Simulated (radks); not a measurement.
Task: All-electron atom: Ge+ in [Ar] 3d10 4s2 4p1 (the NIST ground configuration). Calculated with a radial shooting solver on a logarithmic mesh with Libxc functionals: Dirac Kohn-Sham, exchange-only PBE, spin-unpolarised, spherical densities, finite nucleus; open shells fill j = l - 1/2 first; Fermi nuclear charge, rms radius 4.0742 fm. Some entries of the table are withheld. Estimate them.

| orbital | occ. | eigenvalue (eV) | r(max) (bohr) | <r> (bohr) |
|---|---|---|---|---|
| 1s1/2 | 2 | -10966.78 | 0.03073 | 0.04700 |
| 2s1/2 | 2 | -1379.120 | 0.1761 | 0.2098 |
| 2p1/2 | 2 | -1227.690 | (1) | (2) |
| 2p3/2 | 4 | -1195.805 | (3) | (4) |
| 3s1/2 | 2 | -176.0134 | 0.5424 | 0.6242 |
| 3p1/2 | 2 | -126.1131 | 0.5374 | 0.6399 |
| 3p3/2 | 4 | -121.8322 | 0.5458 | 0.6507 |
| 3d3/2 | 4 | -37.3742 | 0.5016 | 0.7333 |
| 3d5/2 | 6 | -36.7889 | 0.5044 | 0.7386 |
| 4s1/2 | 2 | -18.9313 | (5) | (6) |
| 4p1/2 | 1 | -10.6054 | 2.076 | 2.589 |
| 4p3/2 | 0 | -10.3714 | 2.112 | 2.632 |

Result: 
(1) 2p1/2 r(max) (bohr): 0.1391
(2) 2p1/2 <r> (bohr): 0.1812
(3) 2p3/2 r(max) (bohr): 0.1421
(4) 2p3/2 <r> (bohr): 0.1848
(5) 4s1/2 r(max) (bohr): 1.712
(6) 4s1/2 <r> (bohr): 2.043
